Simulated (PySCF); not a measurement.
Correlation energy of Ga²⁺ (gallium, charge +2)

Starting occupation: [Ar] 3d9 4s2, 3d3/2 with m_j = -3/2, -1/2, +1/2, +3/2, 3d5/2 with m_j = -3/2, -1/2, +1/2, +3/2, +5/2. All numbers are calculated (PySCF 2.14, X2C-1e with screened-nucleus spin-orbit coupling, Gaussian nucleus, in x2c-TZVPall-2c with one added diffuse shell each of s, p, d type (7s8p5d1f, 63 functions)). Frozen: [Ne]; 19 electrons correlated.

MP2 pair energies summed by pair of shells (mhartree):

```csv
pair,energy,share (%)
3d-3d,-73.05,28.2
3d-3p,-72.05,27.8
3p-3p,-29.73,11.5
4s-4s,-27.82,10.7
3d-4s,-18.30,7.1
3d-3s,-15.88,6.1
3p-3s,-12.33,4.8
3p-4s,-7.53,2.9
3s-3s,-1.62,0.6
3s-4s,-0.80,0.3
```

Total MP2 correlation energy: -259.10 mhartree.

The GHF reference relaxed away from the jj start to a determinant that is no pure jj level (⟨S²⟩ = 0.75, ⟨J²⟩ = 8.75); the energies belong to that determinant.

This basis was not built for core-valence correlation, so the inner-shell part is incomplete.
